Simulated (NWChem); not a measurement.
System: CH$_{2}$N, doublet; SMILES C=[N]

The following NWChem deck was run.

```
start job
memory heap 200 mb stack 900 mb global 1100 mb
geometry units angstroms noautosym nocenter noautoz
  C      0.000000     0.000000     0.506645
  N      0.000000     0.000000    -0.735682
  H      0.000000    -0.943460     1.089083
  H      0.000000     0.943460     1.089083
end
basis spherical
  C library def2-tzvp
  N library def2-tzvp
  H library def2-tzvp
end
dft
  odft
  mult 2
  xc r2scan
  iterations 150
end
task dft gradient
```

Excerpt of the output:

```
             Northwest Computational Chemistry Package (NWChem) 7.3.0
             --------------------------------------------------------

                             Geometry "geometry" -> ""
                             -------------------------

 Output coordinates in angstroms (scale by  1.889725989 to convert to a.u.)

  No.       Tag          Charge          X              Y              Z
 ---- ---------------- ---------- -------------- -------------- --------------
    1 C                    6.0000     0.00000000     0.00000000     0.50664500
    2 N                    7.0000     0.00000000     0.00000000    -0.73568200
    3 H                    1.0000     0.00000000    -0.94346000     1.08908300
    4 H                    1.0000     0.00000000     0.94346000     1.08908300

 Effective nuclear repulsion energy (a.u.)      27.5042878022

                                 NWChem DFT Module
                                 -----------------

 Summary of "ao basis" -> "ao basis" (spherical)
 ------------------------------------------------------------------------------
       Tag                 Description            Shells   Functions and Types
 ---------------- ------------------------------  ------  ---------------------
 C                         def2-tzvp                11       31   5s3p2d1f
 N                         def2-tzvp                11       31   5s3p2d1f
 H                         def2-tzvp                 4        6   3s1p

            General Information
            -------------------
          SCF calculation type: DFT
          Wavefunction type:  spin polarized.
          No. of atoms     :     4
          No. of electrons :    15
           Alpha electrons :     8
            Beta electrons :     7
          Charge           :     0
          Spin multiplicity:     2
          Use of symmetry is: off; symmetry adaption is: off
          Maximum number of iterations: 150
          AO basis - number of functions:    74
                     number of shells:    30
          Convergence on energy requested:  1.00D-06
          Convergence on density requested:  1.00D-05
          Convergence on gradient requested:  5.00D-04

              XC Information
              --------------
                      r^2SCAN Method XC Functional
               r^2SCAN metaGGA Exchange Functional  1.000
                     r^2SCAN Correlation Potential  1.000

             Grid Information
             ----------------
          Grid used for XC integration:  medium
          Radial quadrature: Mura-Knowles
          Angular quadrature: Lebedev.
          Tag              B.-S. Rad. Rad. Pts. Rad. Cut. Ang. Pts.
          ---              ---------- --------- --------- ---------
          C                   0.70       49           7.0       434
          N                   0.65       49           8.0       434
          H                   0.35       45           8.0       434
          Grid pruning is: on
          Number of quadrature shells:   188
          Spatial weights used:  Erf1

      Superposition of Atomic Density Guess
      -------------------------------------

 Sum of atomic energies:         -92.98249842

      Non-variational initial energy
      ------------------------------

 Total energy =     -93.620282
 1-e energy   =    -179.152470
 2-e energy   =      58.027900
 HOMO         =      -0.212934
 LUMO         =      -0.002885

   convergence    iter        energy       DeltaE   RMS-Dens  Diis-err
 ---------------- ----- ----------------- --------- --------- ---------
 d= 0,ls=0.0,diis     1    -93.9147136933 -1.21D+02  5.11D-03  8.56D-02
                                                     4.31D-03  9.43D-02
 d= 0,ls=0.0,diis     2    -93.8187551693  9.60D-02  4.24D-03  3.10D-01
                                                     2.91D-03  2.47D-01
 d= 0,ls=0.0,diis     3    -93.9577416774 -1.39D-01  4.70D-04  1.15D-02
                                                     6.49D-04  1.42D-02
 d= 0,ls=0.0,diis     4    -93.9630490339 -5.31D-03  2.66D-04  4.14D-04
                                                     1.70D-04  4.43D-04
 d= 0,ls=0.0,diis     5    -93.9632814658 -2.32D-04  8.54D-05  8.46D-05
                                                     9.39D-05  1.01D-04
  Resetting Diis
 d= 0,ls=0.0,diis     6    -93.9633491681 -6.77D-05  6.15D-05  1.65D-05
                                                     4.21D-05  6.72D-06
 d= 0,ls=0.0,diis     7    -93.9633697587 -2.06D-05  2.26D-05  2.26D-06
                                                     2.48D-05  2.38D-06
 d= 0,ls=0.0,diis     8    -93.9633753522 -5.59D-06  3.06D-05  1.35D-06
                                                     1.91D-05  7.42D-07
 d= 0,ls=0.0,diis     9    -93.9633778882 -2.54D-06  1.12D-05  1.39D-06
                                                     2.06D-05  2.35D-06
 d= 0,ls=0.0,diis    10    -93.9633794304 -1.54D-06  8.04D-06  2.97D-07
                                                     5.01D-06  1.52D-07
 d= 0,ls=0.0,diis    11    -93.9633796101 -1.80D-07  6.75D-07  6.02D-09
                                                     7.01D-07  7.11D-09

         Total DFT energy =      -93.963379610149
      One electron energy =     -180.587082934497
           Coulomb energy =       72.049452604315
    Exchange-Corr. energy =      -12.930037082214
 Nuclear repulsion energy =       27.504287802247

 Numeric. integr. density =       14.999999323811

                    DFT Final Alpha Molecular Orbital Analysis
                    ------------------------------------------

 Vector    6  Occ=1.000000D+00  E=-3.535634D-01
              MO Center=  3.7D-09, -3.3D-09, -7.2D-01, r^2= 1.1D+00
   Bfn.  Coefficient  Atom+Function         Bfn.  Coefficient  Atom+Function
  ----- ------------  ---------------      ----- ------------  ---------------
    39      0.375051  2 N  pz                35     -0.278846  2 N  s
    42      0.268581  2 N  pz                36     -0.263031  2 N  s
     8     -0.238213  1 C  pz                11     -0.174507  1 C  pz
    34     -0.159855  2 N  s                 45      0.136443  2 N  pz
     4      0.133155  1 C  s                 33      0.103467  2 N  s

 Vector    7  Occ=1.000000D+00  E=-3.299549D-01
              MO Center=  1.1D-09,  2.3D-10, -2.1D-01, r^2= 1.1D+00
   Bfn.  Coefficient  Atom+Function         Bfn.  Coefficient  Atom+Function
  ----- ------------  ---------------      ----- ------------  ---------------
    37      0.339636  2 N  px                40      0.300476  2 N  px
     6      0.270762  1 C  px                 9      0.243699  1 C  px
    43      0.152923  2 N  px                12      0.120559  1 C  px
    54     -0.028241  2 N  d  1

 Vector    8  Occ=1.000000D+00  E=-2.443814D-01
              MO Center=  1.1D-09, -2.1D-09, -2.3D-01, r^2= 1.6D+00
   Bfn.  Coefficient  Atom+Function         Bfn.  Coefficient  Atom+Function
  ----- ------------  ---------------      ----- ------------  ---------------
    38      0.428573  2 N  py                41      0.376597  2 N  py
    44      0.256786  2 N  py                64      0.195493  3 H  s
    70     -0.195493  4 H  s                 65      0.188055  3 H  s
    71     -0.188055  4 H  s                 63      0.103723  3 H  s
    69     -0.103723  4 H  s                  7     -0.087211  1 C  py

 Vector    9  Occ=0.000000D+00  E=-5.251251D-02
              MO Center= -5.6D-09,  1.8D-10,  1.3D-01, r^2= 1.8D+00
   Bfn.  Coefficient  Atom+Function         Bfn.  Coefficient  Atom+Function
  ----- ------------  ---------------      ----- ------------  ---------------
    12      0.486134  1 C  px                43     -0.423470  2 N  px
     9      0.353452  1 C  px                37     -0.333376  2 N  px
     6      0.326641  1 C  px                40     -0.283117  2 N  px
    23     -0.056745  1 C  d  1              66      0.028901  3 H  px
    72      0.028901  4 H  px

 Vector   10  Occ=0.000000D+00  E= 5.993504D-02
              MO Center= -6.5D-09,  4.1D-08,  1.2D+00, r^2= 3.9D+00
   Bfn.  Coefficient  Atom+Function         Bfn.  Coefficient  Atom+Function
  ----- ------------  ---------------      ----- ------------  ---------------
     5      1.584336  1 C  s                 65     -1.575556  3 H  s
    71     -1.575556  4 H  s                 14      0.725766  1 C  pz
     4      0.603674  1 C  s                 36      0.307520  2 N  s
     3      0.179685  1 C  s                  8      0.174819  1 C  pz
    11      0.133793  1 C  pz                 2     -0.117175  1 C  s

 Vector   11  Occ=0.000000D+00  E= 1.253727D-01
              MO Center=  9.1D-11, -2.5D-08,  1.2D+00, r^2= 4.2D+00
   Bfn.  Coefficient  Atom+Function         Bfn.  Coefficient  Atom+Function
  ----- ------------  ---------------      ----- ------------  ---------------
    65      2.025294  3 H  s                 71     -2.025293  4 H  s
    13      1.265178  1 C  py                44     -0.430421  2 N  py
    10      0.333591  1 C  py                 7      0.324854  1 C  py
    64     -0.133557  3 H  s                 70      0.133557  4 H  s
    21     -0.109522  1 C  d -1              38     -0.081848  2 N  py

                     DFT Final Beta Molecular Orbital Analysis
                     -----------------------------------------

[...]

                         DFT ENERGY GRADIENTS

    atom               coordinates                        gradient
                 x          y          z           x          y          z
   1 C       0.000000   0.000000   0.957420   -0.000000   0.000000  -0.000606
   2 N       0.000000   0.000000  -1.390237    0.000000  -0.000000  -0.005406
   3 H       0.000000  -1.782881   2.058068   -0.000000  -0.004444   0.003006
   4 H       0.000000   1.782881   2.058068   -0.000000   0.004444   0.003006
```

Level: r2SCAN/def2-TZVP, spin-unrestricted. In the optimisation the excess spin sits in b2 (C2v, its own frame). Structure relaxed at the PBE0/def2-SVP, spin-unrestricted level. No stability test was run on the SCF state.
